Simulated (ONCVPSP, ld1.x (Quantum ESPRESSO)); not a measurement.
**Potentials for F compared**

Generated with ld1.x 7.5 (TM, RRKJ, ultrasoft, PAW), atompaw 4.2 or ONCVPSP 4.0.1. The cutoff is in Ry: for ld1.x and atompaw files where the sum of valence levels is converged to 10 mRy in a Bessel basis, for ONCV files where the hardest occupied wave has 1 mHa per electron of residual kinetic energy. The error is the largest all-electron minus pseudo excitation energy over each file’s own four to seven test configurations (ionisations up to +4, promotions, holes and added fractions of an electron), all of which were solved. The labels leave out finer settings (local radius, basis sizes, second energies), which also bear on the numbers. Spin-polarised tests are not counted. The rows are a selection from randomly drawn settings: files with unsolved tests, undetermined cutoffs or missed reference levels are left out.

A true bound ghost makes a file unfit for plane-wave use even where its test errors are small: the radial tests pick states by their node count and pass the ghost by.

```tsv
potential	cutoff (Ry)	largest error (meV)	bound ghosts
ONCV, PW91, non-relativistic, rc 0.85/1.20/1.30 (spd), local smoothed, core correction no, reference 2s2 2p5, qcut 9/12.4/6.5, projectors 1/1/2	99	+376	none
ONCV, revPBE, non-relativistic, rc 0.70/1.85 (sp), local smoothed, core correction yes, reference 2s1 2p6, qcut 11/6.3, projectors 2/2	104	+1897	none
ONCV, LDA (Perdew-Wang 92), scalar-relativistic, rc 0.85/1.80 (sp), local smoothed, core correction yes, reference 2s2 2p5, qcut 8.3/9.2, projectors 2/1	75	+1954	none
ONCV, PBEsol, non-relativistic, rc 0.50/1.60 (sp), local smoothed, core correction yes, reference 2s1.5 2p5.5, qcut 11/7.5, projectors 2/1	582	+2348	s
ONCV, PBEsol, non-relativistic, rc 0.60/1.45/1.20 (spd), local s, core correction no, reference 2s2 2p3, qcut 11.8/7.6/8.1, projectors 0/3/2	115	+482	none
PAW, LDA (PZ), non-relativistic, rc 0.70/1.00/0.85 (spd), local d, core correction yes, reference 2s1.5 2p5.5	80	-16	none
ONCV, PBE, scalar-relativistic, rc 0.75/1.05 (sp), local smoothed, core correction no, reference 2s2 2p4, qcut 9.3/14.5, projectors 2/1	130	+121	none
```

Problem. Fill in the row for F: TM semilocal, PBEsol, scalar-relativistic, rc 0.65/1.70/1.40 (spd), local d, core correction yes, reference 2s2 2p5.

Solution. cutoff 110 Ry, largest error +4259 meV, bound ghosts: none.

Problem. Fill in the row for F: ONCV, LDA (Perdew-Wang 92), scalar-relativistic, rc 0.60/0.90/0.90 (spd), local smoothed, core correction no, reference 2s2 2p5, qcut 10.2/8.2/9, projectors 2/2/2.

Solution. cutoff 590 Ry, largest error +1118 meV, bound ghosts: none.
